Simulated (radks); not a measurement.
Valence configurations of Pd I (all share [Kr]). All-electron calculation, scalar-relativistic Kohn-Sham, SCAN, spin-polarised, spherical densities, finite nucleus; open shells are filled with parallel spins first (spin-orbit coupling, left out, can overturn this in heavy ions); meta-GGA in the generalised Kohn-Sham scheme; Fermi nuclear charge, rms radius 4.5318 fm. Program: a radial shooting solver on a logarithmic mesh with Libxc functionals. Energies are relative to 4d10; eigenvalues in eV for spin up.

valence          E (eV)  moment (Bohr magnetons)    e(4d)   e(5p)   e(5s)
4d10              0.000                        0   -4.063       -       -
4d9.5 5s0.5       0.512                        1   -5.649       -  -4.121
4d9 5s1           0.980                        2   -7.261       -  -5.191
4d9.5 5p0.5       2.259                        1   -6.699  -1.154       -
4d8.5 5s1.5       2.527                        2   -9.015       -  -5.614
4d9 5s0.5 5p0.5   3.097                        2   -8.193  -1.484  -5.570
4d9 5p1           5.093                        2   -9.068  -1.933       -
4d8 5s1 5p1       7.346                        4  -12.301  -2.542  -7.457
4d7.5 5s1.5 5p1  10.138                        4  -14.193  -2.751  -7.946

NIST lists [Kr] 4d10 as the ground configuration; this level of theory agrees among the configurations tried. The energies are those of spherical high-spin densities, not of single terms. No valid solution was reached for [Kr] 4d8 5s2.
